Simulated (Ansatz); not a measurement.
Consider the formal hydrolysis of a C–C bond: `C#CCCCCCC` + H₂O → `C#CCCCO` + propane.

Isolated molecules relaxed with PBE0-D4/def2-TZVP in Ansatz; ΔE leaves out vibrations. CCSD(T)/CBS adds triple-zeta CCSD(T) − MP2 to the extrapolated MP2 energy (def2 sets, frozen cores). This one scheme is used for every species. DFT in def2-TZVPP. One conformer a species, not always the lowest.

| level | ΔE (kJ/mol) |
| --- | --- |
| revPBE-D4 | 43.2 |
| PBE0-D4 | 43.1 |
| CCSD(T)/def2-SVP | 36.2 |
| SCS-MP2/def2-TZVPP | 46.2 |

Task: What does CCSD(T)/CBS give? (Estimate.)

Result: Ansatz gave: +51.0 kJ/mol. The listed levels differ from it by -7.8, -7.9, -14.8, -4.8 kJ/mol.

Largest T1 diagnostic among the species: 0.011.

Leaving LDA and LC-ωPBE aside and taking each functional with its dispersion term where it has one, the values, not all of them listed here, spread over 9.5 kJ/mol, from BLYP-D4 to PBE-QIDH. LDA lies +9.2 kJ/mol from PBE without D4. From BLYP to BHLYP (50 % exact exchange), in def2-TZVPP and without D4, ΔE moves by +7.6 kJ/mol.

CCSD(T)/CBS has its own doubt, a few kJ/mol and more with outer-core shells, so smaller differences from it don't rank the levels.
